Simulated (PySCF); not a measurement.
C2H3O2 (SMILES CC(=O)[O-]), charge -1, singlet, geometry from GFN2-xTB (in this run its highest filled SCF level lies above zero, so its values depend strongly on the basis, on diffuse functions most of all); TPSS/STO-3G in PySCF.

The PySCF input:
```python
from pyscf import gto, scf, dft

mol = gto.Mole()
mol.atom = '''
    C    -0.162288    0.148188    0.003053
    O     0.177809    1.339843    0.013128
    O    -1.303649   -0.335301    0.007791
    C     1.020073   -0.907714   -0.018927
    H     1.983641   -0.400147   -0.021837
    H     0.945963   -1.549212    0.858942
    H     0.930409   -1.529823   -0.909212
'''
mol.basis = 'sto-3g'
mol.charge = -1
mol.spin = 0
mol.verbose = 4
mol.build()

mf = dft.RKS(mol)
mf.xc = 'tpss'
mf.kernel()
mf.analyze()
```

**Question.** What does PySCF print? Leave out banner, timings and long lists.

**Answer.** 
```
PySCF version 2.14.0

[INPUT] verbose = 4
[INPUT] num. atoms = 7
[INPUT] num. electrons = 32
[INPUT] charge = -1
[INPUT] spin (= nelec alpha-beta = 2S) = 0
[INPUT] symmetry False subgroup None
[INPUT] Mole.unit = angstrom
[INPUT] Symbol           X                Y                Z      unit          X                Y                Z       unit  Magmom
[...]
nuclear repulsion = 112.141992123288
number of shells = 15
number of NR pGTOs = 69
number of NR cGTOs = 23
basis = sto-3g
ecp = {}

******** <class 'pyscf.dft.rks.RKS'> ********
method = RKS
initial guess = minao
damping factor = 0
level_shift factor = 0
DIIS = <class 'pyscf.scf.diis.CDIIS'>
diis_start_cycle = 1
diis_space = 8
diis_damp = 0
SCF conv_tol = 1e-09
SCF conv_tol_grad = None
SCF max_cycles = 50
direct_scf = True
direct_scf_tol = 1e-13
XC library pyscf.dft.libxc version 7.1.2
    S. Lehtola, C. Steigemann, M. J. T. Oliveira, and M. A. L. Marques,  SoftwareX 7, 1–5 (2018)
XC functionals = tpss
    J. Tao, J. P. Perdew, V. N. Staroverov, and G. E. Scuseria,  Phys. Rev. Lett. 91, 146401 (2003)
    J. P. Perdew, J. Tao, V. N. Staroverov, and G. E. Scuseria,  J. Chem. Phys. 120, 6898 (2004)
    J. Tao, J. P. Perdew, V. N. Staroverov, and G. E. Scuseria,  Phys. Rev. Lett. 91, 146401 (2003)
    J. P. Perdew, J. Tao, V. N. Staroverov, and G. E. Scuseria,  J. Chem. Phys. 120, 6898 (2004)
radial grids:
    Treutler-Ahlrichs [JCP 102, 346 (1995); DOI:10.1063/1.469408] (M4) radial grids

becke partition: Becke, JCP 88, 2547 (1988); DOI:10.1063/1.454033
pruning grids: <function nwchem_prune>
grids dens level: 3
symmetrized grids: False
atomic radii adjust function: <function treutler_atomic_radii_adjust>
small_rho_cutoff = 0
Set gradient conv threshold to 3.16228e-05
Initial guess from minao.
tot grids = 85824
init E= -225.947402593031
[...]
cycle= 1 E= -225.10925063614  delta_E= 0.838  |g|= 0.821  |ddm|= 3.56
[...]
cycle= 2 E= -224.678831143511  delta_E= 0.43  |g|= 1.52  |ddm|= 3.21
[...]
cycle= 3 E= -225.333563413717  delta_E= -0.655  |g|= 0.154  |ddm|= 2.26
[...]
cycle= 4 E= -225.339982603982  delta_E= -0.00642  |g|= 0.0554  |ddm|= 0.291
[...]
cycle= 5 E= -225.340785485705  delta_E= -0.000803  |g|= 0.0252  |ddm|= 0.101
[...]
cycle= 6 E= -225.340972084526  delta_E= -0.000187  |g|= 0.00664  |ddm|= 0.0397
[...]
cycle= 7 E= -225.340986225594  delta_E= -1.41e-05  |g|= 0.000323  |ddm|= 0.00907
[...]
cycle= 8 E= -225.3409862671  delta_E= -4.15e-08  |g|= 3.21e-05  |ddm|= 0.000683
[...]
cycle= 9 E= -225.340986267391  delta_E= -2.92e-10  |g|= 1.16e-06  |ddm|= 3.84e-05
[...]
Extra cycle  E= -225.34098626739  delta_E= 1.36e-12  |g|= 1.9e-06  |ddm|= 3.56e-06
converged SCF energy = -225.34098626739
**** SCF Summaries ****
Total Energy =                        -225.340986267389781
Nuclear Repulsion Energy =             112.141992123288219
One-electron Energy =                 -542.159228849419264
Two-electron Energy =                  204.676250458741265
Two-electron Coulomb Energy =          234.592266502174454
DFT Exchange-Correlation Energy =      -29.916016043433203
HOMO-LUMO gap [eV] =                     5.277038813373711
**** MO energy ****
[...]
 ** Mulliken pop on meta-lowdin orthogonal AOs  **
 ** Mulliken pop  **
[...]
 ** Mulliken atomic charges  **
charge of    0C =      0.01545
charge of    1O =     -0.39466
charge of    2O =     -0.39753
charge of    3C =     -0.20173
charge of    4H =     -0.00630
charge of    5H =     -0.00761
charge of    6H =     -0.00761

WARN: System has nonzero charge -1; the dipole moment is origin-dependent.
Location of origin: [0. 0. 0.]

Dipole moment(X, Y, Z, Debye):  1.55167, -1.39450, -0.02894
```
